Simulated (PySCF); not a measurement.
Species: trifluoroacetyl chloride, C2ClF3O.
Cartesian coordinates in Å at the PBE0-D3(BJ)/def2-SVP level; atoms count from 1:
```xyz
7
C2ClF3O angstrom
O      1.331    1.266   -0.433
C      0.863    0.270   -0.010
Cl     1.780   -1.021    0.731
C     -0.647   -0.062   -0.067
F     -1.097   -0.385    1.137
F     -0.843   -1.087   -0.886
F     -1.314    0.985   -0.513
```

Level of theory: TDDFT CAM-B3LYP/def2-SVPD, vertical, gas phase, core orbitals frozen in the response in PySCF.

Kohn–Sham orbitals with the atoms that hold most of them (Löwdin shares over 4%, at most four atoms; ? is withheld):

```
orbital  ε (eV)                            atoms
 HOMO-3  -14.40           F7 37%, F6 32%, F5 31%
 HOMO-2  -11.75          Cl3 76%, O1 12%, C2 10%
 HOMO-1  -11.72                   Cl3 78%, C2 9%
   HOMO  -11.14                                ?
   LUMO   -1.27                                ?
 LUMO+1    0.82    Cl3 63%, C2 21%, O1 6%, C4 5%
 LUMO+2    1.33  Cl3 24%, C4 21%, C2 14%, F7 11%
```

**Question.** Give the leading atoms of the HOMO.

**Answer.** O1 (bonded to C) 54%; Cl3 (bonded to C) 24%; C2 (bonded to C, Cl and O) 8%; C4 (bonded to C and 3 F) 6%. By element: oxygen 54%, chlorine 24%, carbon 15%.

**Question.** Which atoms hold the LUMO, and with what shares?

**Answer.** C2 (bonded to C, Cl and O) 40%; O1 (bonded to C) 34%; Cl3 (bonded to C) 12%; C4 (bonded to C and 3 F) 5%. By element: carbon 45%, oxygen 34%, chlorine 12%.

**Question.** The HOMO–LUMO gap is 9.88 eV. Where does the response calculation put the lowest singlet, and from which orbitals?

**Answer.** S1 is at 4.91 eV (f = 0.0001), 4.97 eV below the gap, made of HOMO→LUMO (97%). Without the coupling terms of the response equations the lowest excitation would equal the gap.

S1 has the pattern of n→π* at C=O.

Next come S2 at 6.36 eV (f 0.0000), HOMO-1→LUMO (88%), HOMO-2→LUMO (10%); S3 at 6.88 eV (f 0.040), HOMO-2→LUMO (78%), HOMO→LUMO+1 (9%), HOMO-1→LUMO (9%); S4 at 8.26 eV (f 0.015), HOMO-1→LUMO+1 (67%), HOMO→LUMO+1 (16%); S5 at 8.30 eV (f 0.0015), HOMO-2→LUMO+1 (83%).

Löwdin shares depend on the basis, the more so with diffuse functions.
